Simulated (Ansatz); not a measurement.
A run for Ansatz (a quantum-chemistry and plane-wave program): U-CCSD(T)/cc-pV(D+d)Z on PO, 2S+1 = 2, a point of a bond scan (R = 1.332 Å). Files ending in .json are basis or fitting sets from the Basis Set Exchange.

Ansatz 0.2 input:
```yaml
crystal:
  periodic: [false, false, false]
  atoms:
    - {symbol: P, position_ang: [-0.00000000, -0.00000000, -0.51471869]}
    - {symbol: O, position_ang: [0.00000000, 0.00000000, 0.81711593]}
basis:
  gaussian:
    orbitals: cc-pV_D+d_Z.json
magnetization: {spin_polarized: true, initial_magnetization: 1}
correlation: {method: ccsd_t, electrons: outside_noble_gas}
scf: {omitted_lower_state_checks: [cluster_reference]}
```

Q: What total energy does the run end on?

A: -415.8384 hartree (reference determinant -415.5501, T1 diagnostic 0.019).
